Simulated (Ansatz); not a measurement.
System (SMILES): F[Si]F (closed-shell singlet).
Geometry (B3LYP-D3(BJ)/def2-TZVP, fixed):
```
Si
F 1 1.6090
F 1 1.6090 2 100.76
```

How fast the dipole moment converges with the basis for several methods (Ansatz, a program for electronic structure): deviation from each method's own reference, in D. References: CCSD(T) 1.219 D, the value in aug-pcseg-3; HF 1.240 D, the value in aug-pcseg-3; MP2 1.161 D, the value in aug-pcseg-3; PBE 1.075 D, the value in aug-pcseg-3; PBE0 1.157 D, the value in aug-pcseg-3. Cartesian d functions, on some or all atoms, in 6-31G**, 6-311G**, 6-311+G**; all else is spherical. In correlated methods cores are frozen. A restricted Hartree-Fock determinant is unstable towards unrestricted orbitals. No added dispersion term, no relativity. The reference of a correlated method is not its basis-set limit, which lies further on.

| basis | functions | CCSD(T) | HF | MP2 | PBE | PBE0 |
|---|---|---|---|---|---|---|
| 6-31G | 31 | (withheld) | 0.889 | 0.602 | 0.186 | 0.415 |
| pcseg-1 | 46 | (withheld) | 0.263 | 0.172 | -0.007 | 0.093 |
| 6-31G** | 49 | (withheld) | -0.005 | -0.125 | -0.359 | -0.231 |
| 6-311G** | 63 | (withheld) | 0.309 | 0.174 | 0.020 | 0.121 |
| aug-pcseg-1 | 73 | (withheld) | -0.037 | -0.016 | -0.047 | -0.042 |
| 6-311+G** | 75 | (withheld) | 0.355 | 0.319 | 0.251 | 0.287 |
| aug-cc-pV(D+d)Z | 78 | (withheld) | 0.039 | 0.035 | 0.013 | 0.024 |
| aug-pcseg-3 | 259 | (withheld) | 0.000 | 0.000 | 0.000 | 0.000 |

Question: Fill in the missing entries.

Answer: 
- 6-31G, CCSD(T): 0.690
- pcseg-1, CCSD(T): 0.243
- 6-31G**, CCSD(T): -0.060
- 6-311G**, CCSD(T): 0.226
- aug-pcseg-1, CCSD(T): 0.049
- 6-311+G**, CCSD(T): 0.367
- aug-cc-pV(D+d)Z, CCSD(T): 0.057
- aug-pcseg-3, CCSD(T): 0.000

Mean absolute deviation over 6-311G**, 6-311+G**: PBE 0.135, PBE0 0.204, MP2 0.246, CCSD(T) 0.297, HF 0.332 D.
